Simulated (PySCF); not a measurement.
Compound: Ti(NH2)Cl3 (singlet state).
Z-matrix (Å and degrees, PBE0-D3(BJ)/def2-SVP geometry), rows numbered from 1:
```
Ti
N   1  1.8206
H   2  1.0186  1  124.05
H   2  1.0185  1  124.15  3  -177.62
Cl  1  2.1737  2  106.64  3   -25.08
Cl  1  2.1785  2  107.13  3  -148.36
Cl  1  2.1854  2  109.05  3    92.98
```

Level of theory: TDDFT CAM-B3LYP/def2-SVPD, vertical, gas phase, core orbitals frozen in the response (PySCF 2.14.0, density-fitted response routines).

```tsv
state	E (eV)	λ (nm)	ν̃ (cm⁻¹)	f	main configurations (H = HOMO, L = LUMO)
S1	3.63	341.4	29290	0.0037	H→L (91%)
S2	4.14	299.4	33400	0.011	H→L+1 (92%)
S3	4.30	288.1	34710	0.0001	H→L+2 (94%)
S4	4.57	271.3	36850	0.011	H-1→L (91%)
S5	4.83	256.6	38970	0.0091	H-1→L+1 (88%)
S6	5.02	246.9	40500	0.0066	H-2→L (85%)
S7	5.08	243.9	41000	0.0011	H-3→L (75%)
S8	5.10	243.2	41110	0.0002	H→L+4 (47%), H-1→L+2 (42%)
S9	5.19	238.7	41900	0.0059	H-2→L+1 (51%), H-4→L (16%), H→L+4 (10%)
S10	5.22	237.3	42140	0.020	H→L+3 (23%), H→L+4 (20%), H-1→L+2 (18%)
S11	5.34	232.2	43060	0.070	H→L+3 (59%), H-1→L+2 (15%), H→L+4 (10%)
S12	5.41	229.3	43620	0.0057	H-6→L (42%), H-4→L (29%)
S13	5.47	226.7	44100	0.0060	H-4→L+1 (45%), H-3→L+1 (18%), H-2→L+2 (9%)
S14	5.55	223.3	44780	0.014	H-6→L (28%), H-4→L (15%), H-5→L+1 (9%)
S15	5.56	222.9	44860	0.011	H-2→L+2 (38%), H-5→L (25%), H-3→L+1 (19%)
```

Triplets (Tamm–Dancoff): T1 3.49 eV, H→L (91%); T2 3.55 eV, H→L+1 (64%), H→L+3 (20%); T3 4.20 eV, H→L+2 (91%); T4 4.30 eV, H-1→L (73%), H→L+3 (12%).

The lowest singlet lies at 3.63 eV (341 nm, ultraviolet) and is very weak; its leading configuration is HOMO→LUMO (91%). The strongest level in the table is S11 at 5.34 eV (232 nm, f = 0.070). S14/S15 lie within about 0.01 eV of each other. For S1 the Löwdin share of titanium is at most 6% in HOMO and 78% in LUMO (ligand-to-metal charge transfer by this measure). Orbital energies (eV): HOMO-3 -11.35, HOMO-2 -11.07, HOMO-1 -10.50, HOMO -10.00, LUMO -2.29, LUMO+1 -2.04, LUMO+2 -1.74. Of the 15 states listed, 6 reach f = 0.01 and 2 stay under 0.0005. The oscillator strengths of these states sum to 0.176; summed over the whole spectrum of an exact calculation they would give the number of electrons, 82 (Thomas–Reiche–Kuhn). No computed singlet lies in the visible range (380 to 750 nm); the lowest, at 341 nm, stands 0.37 eV above its violet end (3.26 eV). Orbitals of the list HOMO-3 to LUMO+2 that lie within 0.01 eV of each other are written together with a slash and their weights summed (≥ marks a lower bound); for degenerate orbitals outside that list single weights are arbitrary. The window holds the lowest 15 singlets.
